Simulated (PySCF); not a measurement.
A series of related molecules.

All values: CAM-B3LYP/def2-SVPD (PySCF) at PBE0-D3(BJ)/def2-SVP geometries, gas phase, one conformer each. Core orbitals are frozen in the response; Δα² is half the sum of the squared differences of the principal polarisabilities. The calculation is non-relativistic, for germanium too.

Question: Rank by HOMO energy, highest first.
A. `CC[O][GeH2][O]C`
B. `C[O][GeH2][O]C[S@@](C)=O`
C. `N(=C/C[O][GeH2][O]C)/C`

Answer: C (-8.41 eV), B (-8.73 eV), A (-9.33 eV).

Question: Rank by mean static polarisability, highest first.
A. `C/N=C\C[O][GeH2][O]C`
B. `C=C(C)C[O][GeH2][O]C`
C. `C[O][GeH2][O]C[S@@](C)=O`
D. `CC[O][GeH2][O]C`

Answer: C (14.67 Å³), B (14.40 Å³), A (14.01 Å³), D (11.18 Å³).

Question: Rank by HOMO–LUMO gap, highest first.
A. `CC[O][GeH2][O]C`
B. `C=C(C)C[O][GeH2][O]C`
C. `C/N=C\C[O][GeH2][O]C`

Answer: A (10.44 eV), B (9.53 eV), C (9.37 eV).

All values together:

```
                  SMILES     formula  μ (D)  HOMO (eV)  LUMO (eV)  α (Å³)  Δα (Å³)  electrons  α per electron (Å³)  ΔSCF removal energy (eV)
         CC[O][GeH2][O]C   C3H10GeO2   2.09      -9.33       1.11   11.18     2.48         76                0.147                     10.07
    C=C(C)C[O][GeH2][O]C   C5H12GeO2   2.27      -8.46       1.07   14.40     2.47         90                0.160                      9.20
    C/N=C\C[O][GeH2][O]C  C4H11GeNO2   2.20      -8.41       0.95   14.01     4.53         90                0.156                      9.20
C[O][GeH2][O]C[S@@](C)=O  C3H10GeO3S   4.72      -8.73       0.60   14.67     3.97        100                0.147                      9.44
```

Conformers: `[CH3:1][CH2:2][O:3][GeH2:4][O:5][CH3:6]` with C1–C2–O3–Ge4 82°, C2–O3–Ge4–O5 138°, O3–Ge4–O5–C6 -55°; `[CH2:1]=[C:2]([CH3:3])[CH2:4][O:5][GeH2:6][O:7][CH3:8]` with C1–C2–C4–O5 -2°, C2–C4–O5–Ge6 -97°, C4–O5–Ge6–O7 80°, O5–Ge6–O7–C8 -81°; `[CH3:1]/[N:2]=[CH:3]\[CH2:4][O:5][GeH2:6][O:7][CH3:8]` with N2–C3–C4–O5 -176°, C3–C4–O5–Ge6 176°, C4–O5–Ge6–O7 -59°, O5–Ge6–O7–C8 -64°; `[CH3:1][O:2][GeH2:3][O:4][CH2:5][S@@:6]([CH3:7])=[O:8]` with C1–O2–Ge3–O4 61°, O2–Ge3–O4–C5 -148°, Ge3–O4–C5–S6 -54°, O4–C5–S6–C7 -67°.
